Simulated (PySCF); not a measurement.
**How the method changes the constants of BeS**

State: ¹Σ⁺ (singlet), closed shell. Set-up: Be def2-SVPD, S def2-SVPD; no relativity (PySCF 2.14). De refers to Be + S in their high-spin ground configurations, without counterpoise correction. A positive dipole means Be(−)S(+).

| Level | Re (Å) | ωe (cm⁻¹) | De (eV) | μ (D) | CPU s a point (SCF and correlation, without the integrals) |
| --- | --- | --- | --- | --- | --- |
| RHF | 1.744 | 1041 | 1.59 | -6.57 | 0.035 |
| RHF-MP2 | 1.784 | 948 | 3.07 | n/a | 0.051 |
| RHF-SCS-MP2 | 1.782 | 950 | 2.86 | n/a | n/a |
| RHF-CCSD | 1.776 | 960 | 2.27 | n/a | n/a |
| RHF-CCSD(T) | 1.791 | 921 | 2.49 | n/a | 0.4 |
| PBE | 1.772 | 958 | 3.67 | -5.14 | 0.37 |
| PBEsol | 1.770 | 964 | 3.93 | -5.21 | 0.28 |
| BLYP | 1.774 | 944 | 3.44 | -5.07 | 0.29 |
| r²SCAN | 1.763 | 986 | 3.65 | -5.57 | 0.57 |
| PBE0 | 1.756 | 999 | 3.41 | -5.60 | 0.61 |
| ωB97X | 1.748 | 1018 | 3.30 | -6.13 | 0.4 |
| B2PLYP | 1.769 | 961 | 3.22 | -6.01 | 0.34 |

The bond length runs from 1.744 Å (RHF) to 1.791 Å (RHF-CCSD(T)). De spans 1.59 eV (RHF, mean field) to 3.93 eV (PBEsol, GGA). Correlation at CCSD(T) changes the Hartree–Fock bond energy by +0.90 eV; the triples alone change it by +0.22 eV.

Correlated steps freeze 5 core orbitals. Correlated levels converge slowly with the basis: in double zeta they bind strong bonds too weakly, by up to about 1 eV, and carry superposition errors of some tenths. Where the molecule has an RHF reference, its open-shell atoms are computed with UHF. B2PLYP dipoles, levels and charges come from its SCF part alone. The CCSD T1 diagnostic is raised, a sign that a single reference may not be enough here.

The whole job (state search and all levels along the bond) took about 0.91 min on 1 thread of Arm Neoverse V1 (shared host), peak memory 0.44 GiB.
